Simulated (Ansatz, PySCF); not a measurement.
Ansatz (a program for electronic structure) was given this input:
Ansatz 0.2 input:
```yaml
crystal:
  periodic: [false, false, false]
  atoms:
    - {symbol: Mg, position_ang: [0.00000000, 0.00000000, 0.00000000]}
basis:
  gaussian:
    orbitals: aug-cc-pVDZ
hamiltonian:
  xc: r2scan
total_charge: 1
magnetization: {spin_polarized: true, initial_magnetization: 1}
accuracy: high
```

**Question.** Convert this to an input for PySCF.

**Answer.** This is not unique; one that fits is 
```python
from pyscf import gto, scf, dft

mol = gto.Mole()
mol.atom = '''
    Mg    0.000000    0.000000    0.000000
'''
mol.basis = 'aug-cc-pvdz'
mol.charge = 1
mol.spin = 1
mol.verbose = 3
mol.build()

mf = dft.UKS(mol)
mf.xc = 'r2scan'
mf.grids.atom_grid = (99, 590)
mf.grids.prune = None
mf.kernel()
```

Both were run: Ansatz gave -199.762031 Eh and PySCF -199.762027 Eh, 0.004 mEh apart.
